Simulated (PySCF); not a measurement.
Stepwise substitution at one centre (Ga SiH3-SH). Isolated molecules, 0 K electronic values unless said otherwise. One relaxed conformer stands for each flexible species; it need not be the lowest. Strings in code marks are SMILES.

All values below come from B3LYP-D3(BJ)/def2-TZVP // PBE0-D3(BJ)/def2-TZVP (PySCF 2.14.0). B3LYP has the VWN-RPA correlation part, as in Gaussian. Excitations are Tamm–Dancoff values on a coarser integration grid. The basis has no diffuse functions, so Rydberg states are missing or too high.

```tsv
species	S1 oscillator strength	T1 excitation (TDA) (eV)	LUMO (eV)
0 of 3 SiH3 replaced by SH (`[SiH3][Ga]([SiH3])[SiH3]`)	[?]	2.76	-2.83
1 of 3 SiH3 replaced by SH	0.000	3.47	-2.25
2 of 3 SiH3 replaced by SH (`[SiH3][Ga]([SH])[SH]` (S–Ga–S–H torsion -179°, S–Ga–S–H torsion 0°))	[?]	4.17	-1.76
3 of 3 SiH3 replaced by SH (`[SH][Ga]([SH])[SH]`)	0.000	4.80	[?]
```

Problem. Complete the blanks.

Solution. 
- 0 of 3 SiH3 replaced by SH (`[SiH3][Ga]([SiH3])[SiH3]`), S1 oscillator strength: 0.000
- 2 of 3 SiH3 replaced by SH (`[SiH3][Ga]([SH])[SH]` (S–Ga–S–H torsion -179°, S–Ga–S–H torsion 0°)), S1 oscillator strength: 0.061
- 3 of 3 SiH3 replaced by SH (`[SH][Ga]([SH])[SH]`), LUMO (eV): -1.24
